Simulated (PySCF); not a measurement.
## Relaxation of quintet [IrBr2]+

Level of theory: PySCF, UB3LYP, basis Ir def2-SVP with ECP60, Br def2-SVP (scalar-relativistic core potentials, no spin–orbit coupling, density fitting). A (50,194) grid was used.

A hand-made bent start, of C2v symmetry, held to at least that symmetry:

Coordinates in bohr (charge 1 multiplicity 5):
```
Ir    0.0000    0.0000   -1.1279
Br    3.5801    0.0000    1.3790
Br   -3.5801    0.0000    1.3790
```

Optimiser trace:
```
step  E − E(last) (kJ/mol)  largest gradient (Eh/bohr)
   0                 27.12                     0.01288
   1                 19.58                     0.00654
   2                  9.23                     0.01168
   3                  5.52                     0.01149
   4                  2.49                     0.00736
   5                  0.91                     0.00180
   6                  0.53                     0.00105
   7                  0.29                     0.00092
   8                  0.13                     0.00077
   9                  0.00                     0.00162
  10                 -0.07                     0.00029
  11                 -0.06                     0.00048
  12                 -0.05                     0.00032
  13                 -0.03                     0.00017
  14                 -0.02                     0.00016
  15                 -0.01                     0.00015
  16                  0.00                     0.00004
```

It ends at C2v with Ir–Br 2.353 Å (×2); Br–Ir–Br 166.2° (after a last refinement on a finer grid). A frequency run shows a minimum.

Final geometry:
Z-matrix (Å, degrees; charge 1 multiplicity 5):
```
Ir
Br 1 2.3527
Br 1 2.3527 2 166.16
```

With open d or f shells other occupations or spin states may lie lower. No spin–orbit coupling is included, which matters more the heavier the element.
